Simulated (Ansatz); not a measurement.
`O[SiH2][BH][GeH3]` and `B[SiH2]O` differ in one atom or group.

Ansatz, PBE0-D4/def2-TZVP geometries, multiplicity 1. Each molecule was computed in one conformer, which needn't be the lowest.

Scalar relativity is left out up to krypton.

| property | `O[SiH2][BH][GeH3]` |
| --- | --- |
| HOMO energy (ωB97M-V/def2-TZVPP) / eV | -9.87 |
| zero-point energy (PBE0-D4/def2-TZVP) / kJ/mol | 172.7 |
| size of the dipole moment (ωB97M-V/def2-TZVPP) / D | 1.20 |
| LUMO energy (B3LYP/def2-TZVPP) / eV | -3.03 |
| HOMO–LUMO gap (ωB97M-V/def2-TZVPP) / eV | 8.98 |
| HOMO–LUMO gap (PBE/def2-TZVPP) / eV | 2.74 |

(1) What does the change do to each property? (Estimate.)

## Answers

(1) Ansatz gave: 
```
                                          property  `B[SiH2]O`  shift
             HOMO energy (ωB97M-V/def2-TZVPP) / eV      -10.17  -0.30
    zero-point energy (PBE0-D4/def2-TZVP) / kJ/mol       132.0  -40.7
size of the dipole moment (ωB97M-V/def2-TZVPP) / D        1.51   0.31
               LUMO energy (B3LYP/def2-TZVPP) / eV       -2.68   0.35
           HOMO–LUMO gap (ωB97M-V/def2-TZVPP) / eV        9.67   0.69
               HOMO–LUMO gap (PBE/def2-TZVPP) / eV        3.16   0.42
```

With PBE0 the HOMO falls by 0.21 eV and the LUMO rises by 0.39 eV, so the gap widens by about 0.60 eV. PBE moves the HOMO by -0.10 eV and ωB97M-V by -0.30 eV. The zero-point energy changes by -40.7 kJ/mol with -9 modes. Dipoles are sizes alone; their direction can turn.

B3LYP here is the variant with VWN-RPA as its local correlation; programs differ in this.
